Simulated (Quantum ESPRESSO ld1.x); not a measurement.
Problem. The mean radii <r> (bohr) of the occupied orbitals of an atom or ion are listed with their occupations. Calculated with ld1.x of Quantum ESPRESSO 7.5: Dirac Kohn-Sham, PBEsol, spin-unpolarised, spherical densities, point nucleus.

| orbital | occ. | <r> |
|---|---|---|
| 1s1/2 | 2 | 0.01686 |
| 2s1/2 | 2 | 0.07046 |
| 2p1/2 | 2 | 0.05799 |
| 2p3/2 | 4 | 0.06654 |
| 3s1/2 | 2 | 0.1833 |
| 3p1/2 | 2 | 0.1736 |
| 3p3/2 | 4 | 0.1893 |
| 3d3/2 | 4 | 0.1648 |
| 3d5/2 | 6 | 0.1696 |
| 4s1/2 | 2 | 0.4070 |
| 4p1/2 | 2 | 0.4094 |
| 4p3/2 | 4 | 0.4436 |
| 4d3/2 | 4 | 0.4520 |
| 4d5/2 | 6 | 0.4632 |
| 5s1/2 | 2 | 0.9265 |
| 4f5/2 | 6 | 0.4952 |
| 4f7/2 | 8 | 0.5022 |
| 5p1/2 | 2 | 1.001 |
| 5p3/2 | 4 | 1.099 |
| 5d3/2 | 4 | 1.486 |
| 5d5/2 | 5 | 1.546 |
| 6p1/2 | 1 | 3.179 |

Name the element and its charge. Open shells, if any, fill j = l - 1/2 first.

Solution. Z = 79, gold, charge +1: Au+ in [Xe] 4f14 5d9 6p1. The 1s radius gives Z: for a bare nucleus <r> = (2 gamma + 1)/(2Z) with gamma = sqrt(1 - (Z/c)^2), 0.01667 bohr for Z = 79, and screening makes it slightly larger (0.01686 here). The occupations add up to 78, and the charge is Z minus that.
